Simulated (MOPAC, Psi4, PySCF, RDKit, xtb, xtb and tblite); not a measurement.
Two geometries of SMILES O=C(O)[SiH2]CS, relaxed at GFN2-xTB with one dihedral held; other torsions can differ between them too.

Structure A

```
12

O      0.0136     3.2112     1.8247
C      0.0644     2.0423     1.5722
O      0.0998     1.1031     2.5708
Si    -0.2169     1.2770    -0.1721
C      1.3872     0.3188    -0.6079
S      1.9393    -0.7917     0.7428
H      0.9369     0.6166     2.5624
H     -0.4534     2.3141    -1.1675
H     -1.2948     0.2963    -0.0221
H      2.2289     0.9926    -0.7603
H      1.2825    -0.2873    -1.5054
H      0.8346    -1.5352     0.7968
```

Structure B

```
12

O      0.8279    -1.6940     0.5020
C      1.2588    -0.5815     0.3150
O      2.5301    -0.2576     0.6169
Si     0.1790     0.9832     0.0197
C     -1.4405     0.4235    -0.8080
S     -2.3587    -0.7292     0.2869
H      2.8688    -0.7742     1.3645
H     -0.0870     1.4742     1.3731
H      0.9319     1.9277    -0.8002
H     -2.1204     1.2576    -0.9668
H     -1.2924    -0.0757    -1.7646
H     -1.3726    -1.6107     0.4253
```

Q: Which is lower in energy at the level DF-MP2 (frozen core)/cc-pVTZ // GFN2-xTB in Psi4 1.11, and by how much?

A: B is lower, by 27.07 kJ/mol (dihedral Si4–C2–O3–H7: 75° in A, 135° in B).

E(B) − E(A) in kJ/mol at the other levels, on the same two geometries: GFN2-xTB (xtb and tblite) -34.78; MMFF94 // GFN2-xTB (RDKit) -40.81; PBE0/def2-TZVP // GFN2-xTB (Psi4) -25.69; PBE0-D3(BJ)/def2-TZVP // GFN2-xTB (Psi4) -24.86; PBE/def2-TZVP // GFN2-xTB (Psi4) -24.55; PBE-D3(BJ)/def2-TZVP // GFN2-xTB (Psi4) -23.64; HF/cc-pVTZ // GFN2-xTB (Psi4) -28.92; UFF // GFN2-xTB (RDKit) -16.66; PM7, restricted, heats of formation // GFN2-xTB (MOPAC) -40.86; PM3, restricted, heats of formation // GFN2-xTB (MOPAC) -18.69; GFN1-xTB // GFN2-xTB (xtb) -37.85; restricted B3LYP/6-31G*, spherical d, density fitting // GFN2-xTB (PySCF) -28.33; restricted M06-2X/6-31G*, spherical d, density fitting // GFN2-xTB (PySCF) -27.09.
